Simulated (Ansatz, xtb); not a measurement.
Isomers of CH10N2OSi3 in order of energy

3 gas-phase structures of CH10N2OSi3, from a drawn sample of its isomers (lower ones may exist). Each was relaxed with GFN2-xTB; where two conformers were screened, the lower at r2SCAN-D4/def2-SVP//GFN2-xTB is listed:

A. `C[Si@@H]1N[Si@H](O)N[SiH2]1`, a singlet
B. `CN1[SiH2][SiH2]O[Si@@H]1N`, a singlet
C. `C[Si@@H]1N[Si@@H](O)N[SiH2]1`, a singlet

Question: Estimate their order in r2SCAN-D4/def2-SVP//GFN2-xTB energy at these geometries, lowest first.

Answer: Calculated order at r2SCAN-D4/def2-SVP//GFN2-xTB: C (0.0), A (1.7), B (48.8) kJ/mol. Less than 1 kcal/mol parts C and A, so the order within that pair means little.

Energies above the lowest of each column, in kJ/mol; the last columns are at r2SCAN-D4/def2-SVP geometries:

```tsv
structure	GFN2-xTB	HF/STO-3G	r2SCAN-D4/def2-SVP//GFN2-xTB	r2SCAN-D4/def2-SVP	CCSD(T)/def2-SVP + ΔMP2/def2-TZVPP
C	75.5	0.0	0.0	0.0	0.0
A	75.8	1.1	1.7	0.5	0.4
B	0.0	56.4	48.8	41.0	45.5
```

CCSD(T)/def2-SVP + ΔMP2/def2-TZVPP puts C lowest, with A within 1 kcal/mol; GFN2-xTB picks B. Flexible structures stand in one conformer each, not always the lowest. The ΔMP2 step shifts differences by up to 14.5 kJ/mol, which makes them less sure. ΔMP2 is the change of the MP2 energy from the smaller to the larger basis.

Programs: Ansatz 0.2.0, xtb 6.7.1.
